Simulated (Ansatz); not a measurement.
Molecule: InI2 (charge -1, singlet). 
Structure (B3LYP-D3(BJ)/def2-TZVP (Ansatz, a first-principles code) minimum search):
```
In
I 1 3.0084
I 1 3.0084 2 103.34
```
Charge -1, spin multiplicity 1.

Basis-set convergence of Hartree-Fock and CCSD(T) correlation energies (hartree) with Ansatz. Valence correlation only, unless marked. No spin-orbit coupling. The frozen core is the preceding noble-gas configuration, with the filled d and f shells of earlier blocks. In def2 rows, elements after Kr have scalar-relativistic effective core potentials. This anion needs diffuse functions, which these sets lack.

```json
[
 {"basis": "def2-SVP", "functions": "78", "E(HF)": "-782.72140", "E(corr, CCSD(T))": "-0.26878", "rough core time": "under 20 s"},
 {"basis": "def2-TZVPP", "functions": "150", "E(HF)": "-782.74526", "E(corr, CCSD(T))": "-0.38084", "rough core time": "under 20 s"},
 {"basis": "def2-QZVPP", "functions": "246", "E(HF)": "[?]", "E(corr, CCSD(T))": "[?]", "rough core time": "30 s"}
]
```

Question: Fill in the missing entries.

Answer: 
- def2-QZVPP, E(HF): -782.74863
- def2-QZVPP, E(corr, CCSD(T)): -0.43021
